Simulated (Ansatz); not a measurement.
Total energies of `CC1(C)c2ccccc2-c2ccccc21` from Ansatz at PBE0-D4/def2-SVP, gas phase (1 Eh = 27.2114 eV = 2625.5 kJ/mol). The reference geometry is relaxed at PBE0-D4/def2-SVP.

```tsv
state	geometry	energy (Eh)
charge 0 singlet	reference	-578.98888
charge 1 doublet	reference	-578.70305
charge -1 doublet	reference	-578.97114
free C atom (triplet)	–	-37.76066
free H atom (doublet)	–	-0.50029
```

Question: Work out the vertical ionisation energy to the doublet.

Answer: E(charge 1 doublet) − E(charge 0 singlet) = -578.70305 − (-578.98888) = 0.28583 Eh = 7.78 eV. For comparison, −ε of the highest occupied level is 6.24 eV at this level, 1.54 eV less.

Question: Work out the vertical electron affinity, to the doublet.

Answer: E(charge 0 singlet) − E(charge -1 doublet) = -578.98888 − (-578.97114) = -0.01774 Eh = -0.48 eV; negative, so the extra electron isn't bound. The basis lacks diffuse functions, which makes affinities too small.

Question: Give the fundamental gap IE − EA, the Mulliken electronegativity (IE + EA)/2 and the hardness (IE − EA)/2.

Answer: From the values in Eh: IE − EA = 0.28583 − (-0.01774) = 0.30357 Eh = 8.26 eV; (IE + EA)/2 = 3.65 eV; (IE − EA)/2 = 4.13 eV. The HOMO–LUMO gap of the same run is 5.32 eV, 2.94 eV smaller than the fundamental gap.

Question: What is the binding energy per atom against free atoms?

Answer: Atoms: 15 × (-37.76066) + 14 × (-0.50029) = -573.41396 Eh. Binding: -573.41396 − (-578.98888) = 5.57492 Eh = 151.70 eV, or 5.23 eV for each of 29 atoms (no zero-point energy, no counterpoise term).

At PBE0-D4/def2-SVP the highest occupied level of the charge -1 doublet lies above zero (up to 1.99 eV). By energy differences it is unbound by 0.48 eV (vertical, against the charge 0 singlet, at PBE0-D4/def2-SVP) and held by the finite basis.
